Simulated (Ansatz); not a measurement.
Input for Ansatz (a quantum-chemistry and plane-wave program): R-CCSD(T)/aug-cc-pVDZ on BH6NO3 (a complex), monomers drawn apart or pushed together.

Ansatz 0.2 input:
```yaml
crystal:
  periodic: [false, false, false]
  atoms:
    - {symbol: O, position_ang: [-0.00238246, -0.57182165, -1.19766515]}
    - {symbol: B, position_ang: [-0.15521205, -0.19618015, 0.11023842]}
    - {symbol: O, position_ang: [-1.36114706, 0.38326404, 0.47839581]}
    - {symbol: O, position_ang: [0.87793735, -0.41176198, 0.96646611]}
    - {symbol: H, position_ang: [-0.78684169, -0.37711461, -1.71828124]}
    - {symbol: H, position_ang: [-1.39826234, 0.62138552, 1.40847667]}
    - {symbol: H, position_ang: [0.69823798, -0.11936347, 1.88130217]}
    - {symbol: N, position_ang: [0.64126608, 0.69645826, 5.18294557]}
    - {symbol: H, position_ang: [0.54199264, 1.68975036, 5.36247298]}
    - {symbol: H, position_ang: [-0.07198842, 0.21354060, 5.71842106]}
    - {symbol: H, position_ang: [1.54030789, 0.41319737, 5.55931148]}
basis:
  gaussian:
    orbitals: aug-cc-pVDZ
magnetization: {spin_polarized: false}
correlation: {method: ccsd_t, electrons: outside_noble_gas}
scf: {lower_state_search: off}
```

The head of its log:

```
WARN ansatz: RAYON_NUM_THREADS=1 ignored (pool sized by the plan → 1); use --threads N
Functional definition: HF
these checks for a lower state are left out or cut short: stability, starts, cluster_reference, orbital_swaps, neighbouring_geometries, increment
integrals: 0.58 GiB planned
1615 factors; integrals over basis functions are off by at most 9.2e-4 eV
mean field: 0.48 GiB planned
mean field evaluation 1: about -8359.0535 eV, gradient 6.0e1 eV
mean field evaluation 2: about -8359.0535 eV, gradient 6.0e1 eV
mean field evaluation 4: about -8365.7730 eV, gradient 3.3e0 eV
mean field evaluation 8: about -8365.8123 eV, gradient 2.8e-4 eV
mean field -8365.81232344 eV, -307.4379323351 hartree, gradient 1.0e-6 eV, S^2 0.000000; 0 other end points of the search recorded, 0 dependent functions left out
5 core orbitals not correlated
reference -8365.81232344 eV, -307.4379323351 hartree; 16, 16 occupied and 148, 148 virtual orbitals, 1615 factors
```

### Question
What total energy does the run end on?

### Answer
-308.3759 hartree (reference determinant -307.4379, T1 diagnostic 0.013).
